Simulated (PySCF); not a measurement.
C3H10OSi2, SMILES C=C[SiH2]CO[SiH3].

Coordinates come from a ωB97X-D3(BJ)/def2-SVP optimisation. The structure was generated by enumeration, and PubChem lists no compound with its InChIKey, so it may never have been made. One conformer was computed; it need not be the lowest.

Two levels are set side by side: TDA-PBE/def2-SVPD (PySCF) and TDA-B3LYP/def2-SVPD (PySCF). Vertical, same geometry. The lowest singlet is HOMO−1→LUMO 97 % with PBE and HOMO−2→LUMO 38 %, HOMO→LUMO 36 %, HOMO−1→LUMO 16 % with the other functional; states are paired by order. Differences are taken from unrounded values.

```csv
quantity,TDA-B3LYP,TDA-PBE,TDA-PBE minus TDA-B3LYP
lowest singlet excitation (eV),6.32,5.28,-1.04
lowest triplet excitation (TDA) (eV),4.27,4.29,0.02
```

A lower first singlet is the usual sign of a functional without exact exchange. Differences between two approximate levels are no errors against the true value.

Rough cost on one machine, each run with all the roots and properties that it gave: TDA-B3LYP against TDA-PBE about 2 times.
